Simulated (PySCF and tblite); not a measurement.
Values are calculated unless marked as measured or tabulated.
System: C₃H₃BrO₂, numbered as in [O:1]=[CH:2]/[C:3]([Br:4])=[CH:5]\[OH:6].

Motion: rotation about the C2–C3 bond (torsion O1–C2–C3–Br4 from -180° to 0°, rising). GFN2-xTB gives an electronic barrier of 15.7 kcal/mol and a reaction energy of 9.2 kcal/mol.

Spin–orbit effects of heavy atoms on shieldings are missing.

BHandHLYP/pcSseg-1 + D3(BJ) on PBE0-D3(BJ)/def2-SVP geometries gives 19.0 kcal/mol and k(298 K) = 0.67 s⁻¹.

(1) What does B3LYP/pcSseg-1 + D3(BJ) give on PBE0-D3(BJ)/def2-SVP geometries?

Programs: tblite and PySCF.

Answers

(1) A barrier of 20.5 kcal/mol, 1.6 above the first DFT barrier (from unrounded values), a reaction energy of 11.4 kcal/mol and, with GFN2-xTB thermal terms, ΔG‡(298 K) = 19.7 kcal/mol and k = 0.046 s⁻¹ (2 equivalent paths).
